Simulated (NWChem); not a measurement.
System: C2H3ClO2Si; SMILES O[Si](Cl)(C#C)O

The following NWChem deck was run.

```
start job
memory heap 200 mb stack 900 mb global 1100 mb
geometry units angstroms noautoz
  C      0.972688     2.742423     0.001991
  C      0.397595     1.671204    -0.004408
  Si    -0.453497     0.065899     0.031661
  O     -1.398296    -0.137616     1.363871
  O     -1.405156    -0.025611    -1.296676
  Cl     0.993196    -1.409072     0.031553
  H      1.480563     3.691118     0.001022
  H     -0.963624    -0.309410     2.204294
  H     -2.004809    -0.776470    -1.349986
end
basis spherical
  * library def2-svp
end
dft
  xc b3pw91
  iterations 150
  mulliken
end
task dft energy
```

NWChem printed, in part:

```
             Northwest Computational Chemistry Package (NWChem) 7.3.0
             --------------------------------------------------------

 C1  symmetry detected

                             Geometry "geometry" -> ""
                             -------------------------

 Output coordinates in angstroms (scale by  1.889725989 to convert to a.u.)

  No.       Tag          Charge          X              Y              Z
 ---- ---------------- ---------- -------------- -------------- --------------
    1 C                    6.0000     1.00583758     2.68517437     0.03018007
    2 C                    6.0000     0.45079817     1.60389689    -0.00227474
    3 Si                  14.0000    -0.37005585    -0.01747666    -0.00530739
    4 O                    8.0000    -1.30539994    -0.27350521     1.32451508
    5 O                    8.0000    -1.32530663    -0.09197758    -1.33212828
    6 Cl                  17.0000     1.10387675    -1.46455547    -0.04941749
    7 H                    1.0000     1.49592561     3.64292426     0.05229422
    8 H                    1.0000    -0.86414187    -0.45908054     2.15855157
    9 H                    1.0000    -1.91106856    -0.85229272    -1.40297146

 Effective nuclear repulsion energy (a.u.)     345.8061748879

                                 NWChem DFT Module
                                 -----------------

 Summary of "ao basis" -> "ao basis" (spherical)
 ------------------------------------------------------------------------------
       Tag                 Description            Shells   Functions and Types
 ---------------- ------------------------------  ------  ---------------------
 C                          def2-svp                 6       14   3s2p1d
 Si                         def2-svp                 8       18   4s3p1d
 O                          def2-svp                 6       14   3s2p1d
 Cl                         def2-svp                 8       18   4s3p1d
 H                          def2-svp                 3        5   2s1p

            General Information
            -------------------
          SCF calculation type: DFT
          Wavefunction type:  closed shell.
          No. of atoms     :     9
          No. of electrons :    62
           Alpha electrons :    31
            Beta electrons :    31
          Charge           :     0
          Spin multiplicity:     1
          Use of symmetry is: off; symmetry adaption is: off
          Maximum number of iterations: 150
          AO basis - number of functions:   107
                     number of shells:    49
          Convergence on energy requested:  1.00D-06
          Convergence on density requested:  1.00D-05
          Convergence on gradient requested:  5.00D-04

              XC Information
              --------------
                       B3PW91 Method XC Functional
                     Hartree-Fock (Exact) Exchange  0.200
                        Slater Exchange Functional  0.800 local
                    Becke 1988 Exchange Functional  0.720 non-local
                Perdew 1991 Correlation Functional  0.810 non-local
            Perdew 1991 LDA Correlation Functional  1.000 local

             Grid Information
             ----------------
          Grid used for XC integration:  medium
          Radial quadrature: Mura-Knowles
          Angular quadrature: Lebedev.
          Tag              B.-S. Rad. Rad. Pts. Rad. Cut. Ang. Pts.
          ---              ---------- --------- --------- ---------
          C                   0.70       49          12.0       434
          Si                  1.10       88          11.0       590
          O                   0.60       49          12.0       434
          Cl                  1.00       88          12.0       590
          H                   0.35       45          13.0       434
          Grid pruning is: on
          Number of quadrature shells:   507
          Spatial weights used:  Erf1

      Superposition of Atomic Density Guess
      -------------------------------------

 Sum of atomic energies:        -974.19182936

      Non-variational initial energy
      ------------------------------

 Total energy =    -976.360738
 1-e energy   =   -2032.012680
 2-e energy   =     709.845768
 HOMO         =      -0.365919
 LUMO         =       0.009080

     ---------------------------------------------
      Total Density - Mulliken Population Analysis
     ---------------------------------------------

    Atom       Charge   Shell Charges
 -----------   ------   -------------------------------------------------------
    1 C    6     6.14   1.99  0.98  0.57  1.84  0.72  0.03
    2 C    6     6.25   1.99  1.01  0.31  1.98  0.93  0.03
    3 Si  14    12.53   2.00  1.99  0.82  0.03  5.93  0.86  0.52  0.38
    4 O    8     8.75   1.99  1.10  0.63  3.09  1.94  0.00
    5 O    8     8.74   1.99  1.10  0.62  3.09  1.93  0.00
    6 Cl  17    17.41   2.00  1.99  1.22  0.72  5.94  2.15  3.37  0.01
    7 H    1     0.88   0.63  0.22  0.03
    8 H    1     0.65   0.52  0.07  0.06
    9 H    1     0.65   0.52  0.07  0.06

   convergence    iter        energy       DeltaE   RMS-Dens  Diis-err
 ---------------- ----- ----------------- --------- --------- ---------
 d= 0,ls=0.0,diis     1   -977.5588817552 -1.32D+03  1.39D-02  1.03D+00
 d= 0,ls=0.0,diis     2   -977.5269419059  3.19D-02  7.78D-03  1.46D+00
 d= 0,ls=0.0,diis     3   -977.6661742602 -1.39D-01  1.59D-03  5.46D-02
 d= 0,ls=0.0,diis     4   -977.6705801909 -4.41D-03  7.25D-04  6.38D-03
 d= 0,ls=0.0,diis     5   -977.6712256516 -6.45D-04  2.52D-04  1.64D-03
  Resetting Diis
 d= 0,ls=0.0,diis     6   -977.6714169374 -1.91D-04  8.42D-05  2.03D-04
 d= 0,ls=0.0,diis     7   -977.6714429495 -2.60D-05  1.69D-05  1.14D-06
 d= 0,ls=0.0,diis     8   -977.6714428715  7.80D-08  9.46D-06  1.88D-06

         Total DFT energy =     -977.671442871462
      One electron energy =    -2036.426531981144
           Coulomb energy =      791.168432733630
    Exchange-Corr. energy =      -78.219518511840
 Nuclear repulsion energy =      345.806174887892

 Numeric. integr. density =       61.999999971809

                       DFT Final Molecular Orbital Analysis
                       ------------------------------------

 Vector   29  Occ=2.000000D+00  E=-3.219587D-01
              MO Center=  3.4D-01, -8.5D-01, -1.2D-01, r^2= 3.6D+00
   Bfn.  Coefficient  Atom+Function         Bfn.  Coefficient  Atom+Function
  ----- ------------  ---------------      ----- ------------  ---------------
    87      0.518673  6 Cl pz                84      0.384265  6 Cl pz
    64      0.223039  5 O  px                81      0.223339  6 Cl pz
    50     -0.180995  4 O  px                67      0.166945  5 O  px
    65     -0.156945  5 O  py                53     -0.132119  4 O  px
    68     -0.115041  5 O  py                51      0.110746  4 O  py

 Vector   30  Occ=2.000000D+00  E=-3.048060D-01
              MO Center=  6.3D-01,  1.8D+00,  5.0D-02, r^2= 2.6D+00
   Bfn.  Coefficient  Atom+Function         Bfn.  Coefficient  Atom+Function
  ----- ------------  ---------------      ----- ------------  ---------------
     6      0.388514  1 C  pz                20      0.383607  2 C  pz
     9      0.223371  1 C  pz                23      0.222406  2 C  pz
    87     -0.158496  6 Cl pz                51     -0.131106  4 O  py
    84     -0.116162  6 Cl pz                54     -0.100281  4 O  py
     4      0.096035  1 C  px                18      0.083807  2 C  px

 Vector   31  Occ=2.000000D+00  E=-3.001386D-01
              MO Center=  7.0D-01,  1.5D+00,  3.6D-02, r^2= 3.5D+00
   Bfn.  Coefficient  Atom+Function         Bfn.  Coefficient  Atom+Function
  ----- ------------  ---------------      ----- ------------  ---------------
     4      0.339179  1 C  px                18      0.319163  2 C  px
    86     -0.222420  6 Cl py                 7      0.196229  1 C  px
    19     -0.173643  2 C  py                21      0.174500  2 C  px
     5     -0.166794  1 C  py                83     -0.163996  6 Cl py
    85     -0.160537  6 Cl px                51      0.126364  4 O  py

 Vector   32  Occ=0.000000D+00  E=-1.460832D-02
              MO Center=  4.6D-01,  1.5D+00,  3.7D-02, r^2= 3.6D+00
   Bfn.  Coefficient  Atom+Function         Bfn.  Coefficient  Atom+Function
  ----- ------------  ---------------      ----- ------------  ---------------
     9      0.534767  1 C  pz                23     -0.445854  2 C  pz
     6      0.381140  1 C  pz                41     -0.325504  3 Si pz
    20     -0.283313  2 C  pz                63     -0.256453  5 O  s
    38     -0.165535  3 Si pz               104      0.149403  9 H  s
    49      0.138887  4 O  s                  7      0.137260  1 C  px

 Vector   33  Occ=0.000000D+00  E=-1.016189D-02
              MO Center=  4.9D-01,  1.6D+00,  2.7D-02, r^2= 3.4D+00
   Bfn.  Coefficient  Atom+Function         Bfn.  Coefficient  Atom+Function
  ----- ------------  ---------------      ----- ------------  ---------------
     7      0.511436  1 C  px                21     -0.416404  2 C  px
     4      0.345285  1 C  px                39     -0.290933  3 Si px
    18     -0.274080  2 C  px                22      0.229028  2 C  py
     8     -0.218340  1 C  py                86      0.205434  6 Cl py
    49     -0.173813  4 O  s                 36     -0.170867  3 Si px

 Vector   34  Occ=0.000000D+00  E= 4.165295D-02
              MO Center= -9.3D-01, -6.2D-01,  3.4D-01, r^2= 5.5D+00
   Bfn.  Coefficient  Atom+Function         Bfn.  Coefficient  Atom+Function
  ----- ------------  ---------------      ----- ------------  ---------------
    32      0.738768  3 Si s                 99      0.666842  8 H  s
   104      0.611668  9 H  s                 49     -0.607826  4 O  s
    63     -0.568316  5 O  s                 85      0.259187  6 Cl px
    31      0.252362  3 Si s                 17     -0.208659  2 C  s
    77     -0.194961  6 Cl s                 78     -0.195172  6 Cl s

     ---------------------------------------------
      Total Density - Mulliken Population Analysis
     ---------------------------------------------

    Atom       Charge   Shell Charges
 -----------   ------   -------------------------------------------------------
    1 C    6     6.21   1.99  0.92  0.57  1.99  0.72  0.02
    2 C    6     6.03   1.99  0.93  0.29  2.02  0.78  0.02
    3 Si  14    13.21   2.00  1.98  0.97 -0.07  5.93  1.20  0.64  0.56
    4 O    8     8.38   1.99  1.07  0.64  2.90  1.78  0.01
    5 O    8     8.36   1.99  1.07  0.63  2.90  1.77  0.01
    6 Cl  17    17.28   2.00  1.98  1.26  0.70  5.93  2.16  3.23  0.02
    7 H    1     0.94   0.73  0.18  0.03
    8 H    1     0.79   0.67  0.05  0.07
    9 H    1     0.79   0.67  0.05  0.07

     -------------------------------------------
      Total Density - Lowdin Population Analysis
     -------------------------------------------

    Atom       Charge   Shell Charges
 -----------   ------   -------------------------------------------------------
    1 C    6     6.01   1.97  0.64  0.36  1.79  1.20  0.05
    2 C    6     6.21   1.97  0.67  0.37  1.85  1.30  0.05
    3 Si  14    13.57   2.00  1.92  0.58  0.26  5.81  1.21  0.92  0.86
    4 O    8     8.20   1.97  0.87  0.59  2.72  2.02  0.01
    5 O    8     8.19   1.97  0.87  0.59  2.72  2.01  0.01
    6 Cl  17    17.07   2.00  1.96  1.05  0.79  5.82  2.27  3.16  0.02
    7 H    1     0.95   0.61  0.27  0.08
    8 H    1     0.90   0.55  0.17  0.19
    9 H    1     0.90   0.55  0.17  0.19

     Multipole analysis of the density
     ---------------------------------

     L   x y z        total         alpha         beta         nuclear
     -   - - -        -----         -----         ----         -------
     0   0 0 0      0.000000    -31.000000    -31.000000     62.000000

     1   1 0 0     -0.073606     -0.036803     -0.036803      0.000000
     1   0 1 0      0.070111      0.035055      0.035055      0.000000
     1   0 0 1      0.514136      0.257068      0.257068      0.000000

     2   2 0 0    -35.106648   -132.260846   -132.260846    229.415045
     2   1 1 0      5.184605     -5.365162     -5.365162     15.914928
     2   1 0 1      1.380299     -0.134548     -0.134548      1.649395
     2   0 2 0    -30.558697   -211.755766   -211.755766    392.952836
     2   0 1 1      0.881448      0.131077      0.131077      0.619293
     2   0 0 2    -33.126057    -78.894281    -78.894281    124.662506
```

Level: B3PW91/def2-SVP. Coordinates come from a PBE0/def2-SVP optimisation.
